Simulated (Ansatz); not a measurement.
Correlation energies of BH₅N₂O, SMILES `NB(N)O` by basis set

```xyz
9

N     1.1516    0.4032    0.2849
B    -0.0942   -0.2156   -0.0134
N    -1.2386    0.5414   -0.3602
O    -0.2545   -1.5894    0.0190
H     1.9789   -0.1049    0.5354
H     1.2871    1.3967    0.2666
H    -2.1109    0.0927   -0.5686
H    -1.2603    1.5409   -0.4192
H     0.5410   -2.0651    0.2556
```

The species carries charge 0 and has multiplicity 1. The structure was optimised at the PBE0-D4/def2-TZVP level. It is one conformer, not always the lowest. Frozen core, restricted reference, Ansatz. CBS rows extrapolate triple and quadruple zeta; past MP2 they add the triple-zeta difference.

| basis | HF (Eh) | MP2 corr. | CCSD corr. | (T) | CCSD(T) total |
| --- | --- | --- | --- | --- | --- |
| def2-SVP | ? | ? | -0.63924 | -0.01519 | ? |
| def2-TZVPP | -211.59767 | -0.76603 | -0.78732 | -0.02866 | -212.41365 |
| def2-QZVPP | ? | ? | – | – | – |
| CBS(def2) | -211.60995 | -0.86651 | -0.88780 | as TZ | -212.52641 |

(1) Fill in the withheld values. (Estimate.)

Answers

(1) The calculation gave: def2-SVP HF (Eh): -211.34187; def2-SVP MP2 corr.: -0.60826; def2-SVP CCSD(T) total: -211.99630; def2-QZVPP HF (Eh): -211.60846; def2-QZVPP MP2 corr.: -0.82375.
